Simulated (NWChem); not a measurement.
System: MoHO2F3; SMILES [F][Mo]([F])(=[O])([F])[OH]

```xyz
7

Mo     0.0240    -0.1084     0.0000
O     -0.3263    -1.7638     0.0000
F      0.0920     1.8356     0.0000
F      0.9546    -0.0643     1.5844
F      0.9546    -0.0643    -1.5844
O     -1.8127     0.2576     0.0000
H     -1.9076     1.2398     0.0000
```
Atoms are numbered in this order, from 1.

Program: NWChem. The geometry was optimised at PBE-D3(BJ)/def2-SVP. No frequency run checked for a minimum. def2 effective core potentials on Mo; no spin-orbit coupling.

For level RPBE/def2-SVP:

```
Property                     Result
---------------------------  ------
highest occupied level (eV)   -8.79
orbital gap (eV)               4.28
```

What are these values for level LC-BLYP (range parameter 0.33 per bohr)/def2-SVP?


| Item | Result |
|---|---|
| highest occupied level (eV) | -12.93 |
| orbital gap (eV) | 11.07 |
